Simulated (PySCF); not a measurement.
# Working out the ionisation energy of Cr(7+)

Cr(7+) [Ne] 3s2 3p5 (2P) → Cr(8+) [Ne] 3s2 3p4 (3P). All numbers are calculated (PySCF 2.14, scalar relativity by spin-free X2C-1e, in an uncontracted even-tempered set (20 s from 0.25 bohr⁻², ratio 2.5; 13 p from 0.33 bohr⁻², ratio 2.5; 5 d from 3.3 bohr⁻², ratio 2.7; 5 f from 4.9 bohr⁻², ratio 2.7)). Frozen: 1s2; the 23 highest virtual orbitals dropped. Energies in hartree (1 hartree = 27.21139 eV):

```
             part  Cr(7+) (lower)  Cr(8+) (upper)
              UHF    -1034.367558    -1027.642278
MP2 opposite-spin       -0.389637       -0.365975
    MP2 same-spin       -0.142971       -0.134017
```

**Question.** What does Hartree-Fock give?

**Answer.** (-1027.642278) − (-1034.367558) = 6.725280 hartree = 183.004 eV.

**Question.** What do MP2 and SCS-MP2 (6/5 opposite-spin, 1/3 same-spin) give?

**Answer.** The opposite-spin parts differ by 0.644 eV and the same-spin parts by 0.244 eV. MP2: 183.004 + (0.644) + (0.244) = 183.892 eV. SCS-MP2: 183.004 + 1.2 × (0.644) + (0.244)/3 = 183.858 eV.

A first-order spin-orbit estimate adds -0.022 eV to MP2 (outer shells), giving 183.870 eV against 184.76 ± 0.15 eV (semi-empirical (NIST evaluation); NIST Atomic Spectra Database, ionization energies).

What remains against the reference includes basis incompleteness, the frozen core and correlation beyond second order.
